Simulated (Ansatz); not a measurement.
The lowest singlet and triplet of BH (SMILES [BH]); geometries from B3LYP-D3(BJ)/def2-TZVP, each state relaxed from the structure named, with no frequency check.
Singlet at the triplet's geometry (charge 0, multiplicity 1):
```xyz
2

B      0.0000     0.0000    -0.1987
H      0.0000     0.0000     0.9933
```

A positive gap puts the triplet lower; no zero-point energy. R- takes a restricted singlet. U- takes an unrestricted singlet (broken symmetry where lower, unprojected). The triplet is unrestricted in single-reference levels.

Correlated levels freeze the cores.

Programs: Ansatz (Gaussian orbitals). Each number belongs to the level named beside it.

**Question.** One of these levels gives -25.17 kcal/mol for the gap E(singlet) − E(triplet), vertical, at the triplet's geometry. Which?
A. U-HF/cc-pVQZ (spin-contaminated)
B. U-wB97X-V/def2-TZVPP
C. R-BHLYP/def2-TZVPP
D. U-SCS-MP2/cc-pVDZ (spin-contaminated)

**Answer.** C, R-BHLYP/def2-TZVPP. The others give -12.45 (U-HF/cc-pVQZ (spin-contaminated)), -27.75 (U-wB97X-V/def2-TZVPP), -20.95 (U-SCS-MP2/cc-pVDZ (spin-contaminated))

Doubts at one or more of the structures used: a restricted determinant that unrestricted orbitals would lower (R-BHLYP/def2-TZVPP).

Ansatz is an electronic-structure program.
